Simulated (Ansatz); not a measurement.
Consider the cleavage of the Si–Si bond: `[BH2][GeH2][SiH2][SiH3]` + `[SiH3]OCS` → `[SiH3]OCS[SiH3]` + `[BH2][GeH2][SiH3]`.

Program: Ansatz. Geometries: PBE0-D4/def2-TZVP. ΔE: electronic, gas phase. CCSD(T)/CBS adds triple-zeta CCSD(T) − MP2 to the extrapolated MP2 energy (def2 sets, frozen cores). DFT in def2-TZVPP. For Ge outer-core shells are correlated without core-valence functions, which leaves a few kJ/mol of doubt a bond. Scalar relativity is left out up to krypton. Each species was taken in one conformer, which may not be the lowest.

Problem. Is it downhill or uphill in electronic energy at CCSD(T)/CBS, and by how much? (An estimate is asked.)

Solution. Ansatz gave: Downhill: ΔE = -0.49 eV.

Problem. What do these levels give: PBE-D4, PBE0-D4, ωB97M-V, B2PLYP, PBE, MP2/def2-TZVPP? (Best estimate.)

Solution. Computed: PBE-D4 -0.38, PBE0-D4 -0.41, ωB97M-V -0.53, B2PLYP -0.50, PBE -0.37, MP2/def2-TZVPP -0.55 eV.

Largest T1 diagnostic among the species: 0.013.

From PBE to PBE0 (25 % exact exchange), in def2-TZVPP and without D4, ΔE moves by −0.03 eV.
